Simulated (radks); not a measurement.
Valence configurations of Re IV (all share [Xe]). All-electron calculation, scalar-relativistic Kohn-Sham, PBE, spin-polarised, spherical densities, finite nucleus; open shells are filled with parallel spins first (spin-orbit coupling, left out, can overturn this in heavy ions); Fermi nuclear charge, rms radius 5.3698 fm. Program: a radial shooting solver on a logarithmic mesh with Libxc functionals. Energies are relative to 4f14 5d4; eigenvalues in eV for spin up.

4f14 5d4: E (eV) 0.000; moment (Bohr magnetons) 4; e(4f) -72.255; e(5d) -34.314
4f12 5d6: E (eV) 94.007; moment (Bohr magnetons) 6; e(4f) -94.145; e(5d) -38.024
4f12 5d5.5 6p0.5: E (eV) 100.09; moment (Bohr magnetons) 7; e(4f) -96.823; e(5d) -40.195; e(6p) -23.917
4f14 5d3 6s1: E (eV) 4.502; moment (Bohr magnetons) 4; e(4f) -76.044; e(5d) -36.771; e(6s) -31.848
4f13 5d4 6p1: E (eV) 55.963; moment (Bohr magnetons) 6; e(4f) -88.281; e(5d) -40.159; e(6p) -24.501
4f14 5d3 6p1: E (eV) 13.086; moment (Bohr magnetons) 4; e(4f) -77.477; e(5d) -37.905; e(6p) -24.007
4f14 5d3.5 6s0.5: E (eV) 2.144; moment (Bohr magnetons) 4; e(4f) -74.134; e(5d) -35.541; e(6s) -31.040
4f12 5d4 6s2: E (eV) 108.44; moment (Bohr magnetons) 6; e(4f) -102.38; e(5d) -43.675; e(6s) -34.376
4f14 5d2 6p2: E (eV) 27.759; moment (Bohr magnetons) 4; e(4f) -82.761; e(5d) -41.380; e(6p) -25.936
4f14 5d2 6s1 6p1: E (eV) 18.790; moment (Bohr magnetons) 4; e(4f) -81.357; e(5d) -40.318; e(6p) -25.240; e(6s) -34.206

NIST lists [Xe] 4f14 5d4 as the ground configuration; this level of theory agrees among the configurations tried. The energies are those of spherical high-spin densities, not of single terms.
